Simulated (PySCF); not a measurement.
Gas-phase reaction: 2 CF2 + 2 F = C2F6

Computed with PySCF and rigid-rotor harmonic-oscillator thermochemistry at 1 bar. † marks an energy on the PBE0/def2-TZVP geometry and frequencies; other levels use their own. MP2 freezes the core. 6-31G* has spherical d functions here. Open shells (unrestricted): F (multiplicity 2, electronic degeneracy 6); the rest are closed-shell singlets. Spin-orbit splitting is ignored; it lowers the true energy and changes the entropy of F. MP2 isn't extrapolated to the basis-set limit; its ΔH°(298 K) is -1171.8 kJ in def2-SVP and -1171.3 kJ in def2-TZVPP. The harmonic model lacks anharmonicity and excited electronic states, which grow with temperature; levels with a mode under 35 cm⁻¹ are left out. Internal rotation in C2F6 is treated as a harmonic vibration of one conformer, which makes the entropy rough.

```json
[
 {"level": "HF/6-31G*", "ΔE electronic, kJ": "-882", "ΔH°(298 K), kJ": "-850", "ΔS°(298 K), J/K": "-475", "ΔG°(2500 K), kJ": "321"},
 {"level": "MP2/def2-SVP†", "ΔE electronic, kJ": "-1200", "ΔH°(298 K), kJ": "-1172", "ΔS°(298 K), J/K": "-471", "ΔG°(2500 K), kJ": "-18"},
 {"level": "MP2/def2-TZVPP†", "ΔE electronic, kJ": "-1199", "ΔH°(298 K), kJ": "-1171", "ΔS°(298 K), J/K": "-471", "ΔG°(2500 K), kJ": "-18"},
 {"level": "PBE/def2-TZVP†", "ΔE electronic, kJ": "-1177", "ΔH°(298 K), kJ": "-1149", "ΔS°(298 K), J/K": "-471", "ΔG°(2500 K), kJ": "4"},
 {"level": "PBE0/def2-SVP†", "ΔE electronic, kJ": "-1226", "ΔH°(298 K), kJ": "-1198", "ΔS°(298 K), J/K": "-471", "ΔG°(2500 K), kJ": "-45"},
 {"level": "LDA/def2-TZVP†", "ΔE electronic, kJ": "-1435", "ΔH°(298 K), kJ": "-1407", "ΔS°(298 K), J/K": "-471", "ΔG°(2500 K), kJ": "-253"}
]
```
ΔH° is lowest at LDA/def2-TZVP† and highest at HF/6-31G*. No reference value is set beside these.
